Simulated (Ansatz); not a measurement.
The same molecule with X = Ti, Zr, Hf. Ansatz, PBE0-D4/def2-TZVP geometries, multiplicity 1. Each molecule was computed in one conformer, which needn't be the lowest.

Elements past krypton have def2 core potentials. Scalar relativity is left out up to krypton.

| X | molecule | mean X–F bond length / Å | mean X–O bond length / Å | mean X–S bond length / Å | HOMO–LUMO gap (PBE0/def2-TZVPP) / eV | LUMO energy (PBE/def2-TZVPP) / eV | HOMO energy (B3LYP/def2-TZVPP) / eV |
| --- | --- | --- | --- | --- | --- | --- | --- |
| Ti | `[OH][Ti]([F])([F])[SH]` | 1.753 | 1.759 | 2.285 | 5.43 | -3.47 | -7.72 |
| Hf | `[OH][Hf]([F])([F])[SH]` | 1.903 | 1.900 | 2.455 | 6.88 | -1.74 | -7.51 |

Problem. Give the row for X = Zr, `[OH][Zr]([F])([F])[SH]`. (An estimate is asked.)

Solution. The calculation gave: 
| X | molecule | mean X–F bond length / Å | mean X–O bond length / Å | mean X–S bond length / Å | HOMO–LUMO gap (PBE0/def2-TZVPP) / eV | LUMO energy (PBE/def2-TZVPP) / eV | HOMO energy (B3LYP/def2-TZVPP) / eV |
| --- | --- | --- | --- | --- | --- | --- | --- |
| Zr | `[OH][Zr]([F])([F])[SH]` | 1.900 | 1.897 | 2.457 | 6.45 | -2.16 | -7.51 |

From Ti to Hf the mean X–F bond length rises at each step, by 0.150 Å in all; the mean X–O bond length rises at each step, by 0.141 Å in all; the mean X–S bond length isn't monotonic: highest at Zr, lowest at Ti; the HOMO–LUMO gap (PBE0/def2-TZVPP) rises at each step, by 1.45 eV in all; the LUMO energy (PBE/def2-TZVPP) rises at each step, by 1.73 eV in all; the HOMO energy (B3LYP/def2-TZVPP) isn't monotonic: highest at Zr, lowest at Ti.

B3LYP here is the variant with VWN-RPA as its local correlation; programs differ in this.
